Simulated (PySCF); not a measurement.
# Fractional electron number in Mn (manganese, neutral)

The 4s beta orbital of [Ar] 3d5 4s2 is emptied in steps (occupation f), with all orbitals relaxed, ending at [Ar] 3d5 4s1. Calculation: PySCF 2.14, in def2-TZVPPD (6s6p4d2f1g, 67 functions); the non-relativistic Hamiltonian (point nucleus). The exact energy is a straight line in f; departures are measured from the line between the end points of the same method.

| f | TPSS (eV) |
| --- | --- |
| 1 | 0.000 |
| 0.75 | -0.512 |
| 0.5 | -0.700 |
| 0.25 | -0.560 |
| 0 | 0.000 |

| method | E(f=0) − E(f=1) (eV) | −ε at f=1 (eV) | −ε at f=0.5 (eV) |
| --- | --- | --- | --- |
| TPSS | 7.071 | 4.377 | 6.962 |

Orbital energy along the path (eV):

```json
{"f": "1", "TPSS": "-4.377"}
{"f": "0.75", "TPSS": "-5.672"}
{"f": "0.5", "TPSS": "-6.962"}
{"f": "0.25", "TPSS": "-8.354"}
{"f": "0", "TPSS": "-9.395"}
```

Reference removal energy between the ground levels: 7.434 eV (measured; NIST Atomic Spectra Database, ionization energies).
